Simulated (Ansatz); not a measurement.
Species: difluorosilane, sum formula SiH2F2, net charge 0, singlet state. SMILES: F[SiH2]F
Geometry from a B3LYP-D3(BJ)/def2-TZVP (Ansatz, an electronic-structure program) optimisation:
```xyz
5

Si     0.0045     0.4472     0.0371
F      1.2746    -0.5098     0.1000
F     -1.2843    -0.4609    -0.1805
H     -0.1239     1.1373     1.3283
H      0.1487     1.3379    -1.1230
```
Charge 0, spin multiplicity 1.

Parts of the frozen-core correlation energy in STO-3G (Ansatz, hartree). Frozen orbitals: 7; correlated occupied orbitals by spin: 10 and 10; virtual: 4 and 4. Spin-orbit coupling is left out. Non-relativistic.

```json
[
 {"term": "reference (HF)", "value": "-482.86904"},
 {"term": "MP2 opposite-spin", "value": "[?]"},
 {"term": "MP2 same-spin", "value": "-0.00809"},
 {"term": "CCSD correlation", "value": "[?]"},
 {"term": "(T)", "value": "[?]"},
 {"term": "FCI minus CCSD(T)", "value": "-0.00067"},
 {"term": "T1 diagnostic", "value": "0.010"},
 {"term": "largest doubles amplitude", "value": "0.051"}
]
```

Problem. Some entries are withheld; supply them.

Solution. 
- MP2 opposite-spin, value: -0.05764
- CCSD correlation, value: -0.08576
- (T), value: -0.00340
